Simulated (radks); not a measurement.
The numbers below are computed, except where a source is named.
Excited configurations of Li I: one electron is placed in a higher orbital outside [He]. The ground configuration is [He] 2s1. Code: a radial shooting solver on a logarithmic mesh with Libxc functionals. Model: Dirac Kohn-Sham, PBEsol, spin-unpolarised, spherical densities, finite nucleus; open shells fill j = l - 1/2 first; Fermi nuclear charge, rms radius 2.444 fm. Excitation = E - E(ground); binding = E(ion) - E, where the ion is the core of charge +1; n* = 1/sqrt(2 binding) in atomic units, and the quantum defect is n - n*.

outer orbital,excitation (eV),binding (eV),eigenvalue (eV),<r> (bohr)
2p1/2,1.761,3.426,-1.538,4.962
3s1/2,3.036,2.151,-1.262,9.767
4s1/2,4.005,1.181,-0.737,18.21
4p1/2,4.174,1.012,-0.619,20.48
4d3/2,4.255,0.931,-0.539,20.21
5s1/2,4.439,0.748,-0.486,29.42
6s1/2,4.670,0.517,-0.345,43.35
6d3/2,4.741,0.446,-0.293,47.77
6f5/2,4.745,0.442,-0.279,45.36
7s1/2,4.808,0.379,-0.260,60.29
7p1/2,4.837,0.349,-0.238,64.45

The Delta-SCF ionisation energy is 5.187 eV (NIST Atomic Spectra Database: 5.392 eV, measured). Self-interaction in the functional shifts the binding energies and quantum defects, so they are the method's values and not measured ones. Spin polarisation and multiplet splitting are left out, so open shells lie too high by an amount that depends on their filling.

Beside tabulated values, note that spin-unpolarised runs miss the spin-polarisation part of the exchange energy of open shells.
